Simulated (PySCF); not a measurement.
Species: C₃H₄BNO₂.
Geometry (GFN2-xTB, Å), atoms numbered from 1 in this order:
```xyz
11
C3H4BNO2 angstrom
N      3.213   -0.096    0.441
C      2.389    0.252   -0.448
C      0.973    0.209   -0.360
C     -0.226    0.151   -0.204
B     -1.753    0.054   -0.061
O     -2.449   -1.051   -0.445
O     -2.416    1.101    0.463
H      2.789   -0.435    1.305
H      2.795    0.623   -1.387
H     -1.946   -1.775   -0.811
H     -3.363    0.971    0.521
```

The closed-shell ground state was solved at several levels (PySCF, density fitting, gas phase, non-relativistic).

| level | basis functions | HOMO (eV) | LUMO (eV) | gap (eV) | dipole (D) |
| --- | --- | --- | --- | --- | --- |
| B3LYP/def2-SVPD | 178 | -7.77 | -1.87 | 5.90 | 2.58 |
| B3LYP/pcJ-1 | 229 | -7.68 | -1.71 | 5.97 | 2.76 |

Estimate the row for PBE0/pcSseg-1, a basis of 139 functions; the other rows only guide the guess.

HOMO -7.99 eV, LUMO -1.54 eV, gap 6.45 eV, dipole 2.73 D.

Over all these levels, which gives the widest orbital gap and which the narrowest?

PBE0/pcSseg-1 (global hybrid, 25 % exact exchange) has the widest, 6.45 eV, and B3LYP/def2-SVPD (global hybrid, 20 % exact exchange) the narrowest, 5.90 eV. Functional and basis both differ between the two, so the spread mixes both effects.

How far do the dipole and the HOMO energy spread over the levels?

The dipole runs from 2.58 to 2.76 D (mean 2.69 D) and the HOMO from -7.99 to -7.68 eV.

One conformer stands for the species.
